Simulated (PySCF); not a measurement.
Work out the structure from these simulated measurements.

Formula: C5H12O3S.

- 13C NMR: chemical shifts (computed TMS as zero) by class: 56.4 (1 C), 34.7 (1 C), 29.3 (1 C), 23.5 (2 C) ppm [GIAO PBE0/pcSseg-1]
- 1H NMR: chemical shifts (computed TMS as zero) by class: 4.41 (1 H), 3.29 (2 H), 2.07 (1 H), 1.60 (2 H), 1.05 (6 H) ppm [GIAO PBE0/pcSseg-1]
- Rotational structure: rotational constants A, B, C: 2.677, 0.866, 0.833 GHz [GFN2-xTB]
- Dipole: 2.76 D [PBE0/pcSseg-1]
- NMR, other nuclei: isotropic shieldings of nuclei other than C and H, by class: 94 (2 O), 126 (1 O), 177 (1 S) ppm [GIAO PBE0/pcSseg-1]

Electronic properties: PySCF, gas phase, density fitting. Levels stand in brackets. One conformer (not necessarily the lowest) at the GFN2-xTB geometry, without solvent, vibrations or thermal averaging. NMR classes are plain means over equivalent atoms (diastereotopic ones count apart unless rotation or inversion swaps them), as if these changed places fast.

Question: Propose a structure and show how it fits.

Answer: Numbering: `[CH3:1][CH:2]([CH3:3])[CH2:4][CH2:5][S:6](=[O:7])(=[O:8])[OH:9]`. 5 carbons fall into 4 classes; from least to most shielded: sp3 carbon bound to sulfur [C5] (56.4 ppm), chain CH2 carbon [C4] (34.7 ppm), sp3 CH carbon [C2] (29.3 ppm), methyl carbon [C1/C3] (23.5 ppm, 2 C, up to 4.8 ppm apart in this geometry). Hydrogen classes from least to most shielded: 1 H on a hydroxyl oxygen, O9 (4.41 ppm), 2 H on an sp3 carbon bound to sulfur, C5 (3.29 ppm), 1 H on an sp3 CH carbon, C2 (2.07 ppm), 2 H on a chain CH2 carbon, C4 (1.60 ppm, a mean of values up to 1.0 ppm apart in this geometry), 6 H on 2 methyl carbons, C1/C3 (1.05 ppm, a mean of values up to 1.6 ppm apart in this geometry). The other shieldings belong to: 94 ppm, sulfonyl oxygen [O7/O8]; 126 ppm, hydroxyl oxygen [O9]; 177 ppm, sulfonyl sulfur [S6]. The optimised geometry has point group C1 and is an asymmetric top. Structure: `CC(C)CCS(=O)(=O)O`. Computed isomers that give other values at the same levels: `COC[C@H](C)S(C)(=O)=O` (13C chemical shifts (computed TMS as zero) by class: 77.1 (1 C), 65.2 (1 C), 60.8 (1 C), 50.8 (1 C), 8.8 (1 C) ppm). The assignments are read from this structure; whether some other isomer fits the data as well wasn't checked.

Conformer computed: `[CH3:1][CH:2]([CH3:3])[CH2:4][CH2:5][S:6](=[O:7])(=[O:8])[OH:9]`: C1–C2–C4–C5 58°, C2–C4–C5–S6 55°, C4–C5–S6–O7 43°, H–O9–S6–C5 149°.
